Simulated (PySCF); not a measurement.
Electron correlation in Al (aluminium, neutral)

[Ne] 3s2 3p1, 2P determinant. Computed with PySCF 2.14 in aug-cc-pV(D+d)Z, with the non-relativistic Hamiltonian (point nucleus). Frozen: [Ne]; 3 electrons correlated.

```tsv
level	correlation energy (mhartree)
CCSD	-48.29
(T)	-0.82
CCSD(T)	-49.11
CCSDT	-49.55
FCI	-49.55
```

Diagnostics: T1 = 0.018, D1 = 0.0414, largest double amplitude 0.060, weight of the Hartree-Fock determinant in FCI 0.9247 (9477 determinants).

Cost of the coupled-cluster step: of the order of 0.3 core-seconds, for 3 correlated electrons.

Iterations:

```
CC2 = 0
CCSD nocc = (np.int64(2), np.int64(1)), nmo = (27, 27)
frozen orbitals [[0, 1, 2, 3, 4], [0, 1, 2, 3, 4]]
max_cycle = 100
direct = 0
conv_tol = 1e-08
conv_tol_normt = 1e-06
diis_space = 8
diis_start_cycle = 0
Init t2, MP2 energy = -0.0313575293286147
Init E_corr(UCCSD) = -0.0313575293310285
cycle = 1  E_corr(UCCSD) = -0.0416552143567302  dE = -0.010297685  norm(t1,t2) = 0.0644137
cycle = 2  E_corr(UCCSD) = -0.045386096415721  dE = -0.00373088206  norm(t1,t2) = 0.0291872
cycle = 3  E_corr(UCCSD) = -0.0482749810861157  dE = -0.00288888467  norm(t1,t2) = 0.0146282
cycle = 4  E_corr(UCCSD) = -0.0482595524181625  dE = 1.5428668e-05  norm(t1,t2) = 0.00255573
cycle = 5  E_corr(UCCSD) = -0.0483067958969195  dE = -4.72434788e-05  norm(t1,t2) = 0.000432063
cycle = 6  E_corr(UCCSD) = -0.0482875352547559  dE = 1.92606422e-05  norm(t1,t2) = 0.000100592
cycle = 7  E_corr(UCCSD) = -0.0482966682748627  dE = -9.13302011e-06  norm(t1,t2) = 4.01345e-05
cycle = 8  E_corr(UCCSD) = -0.048294571425087  dE = 2.09684978e-06  norm(t1,t2) = 1.07431e-05
cycle = 9  E_corr(UCCSD) = -0.0482945661845147  dE = 5.24057239e-09  norm(t1,t2) = 1.39537e-06
cycle = 10  E_corr(UCCSD) = -0.0482946262016561  dE = -6.00171415e-08  norm(t1,t2) = 4.7516e-07
cycle = 11  E_corr(UCCSD) = -0.0482946288708872  dE = -2.66923113e-09  norm(t1,t2) = 8.88147e-08
UCCSD converged
E(UCCSD) = -241.9225799645482  E_corr = -0.04829462887088724
UCCSD(T) correction = -0.000818033940672065
```
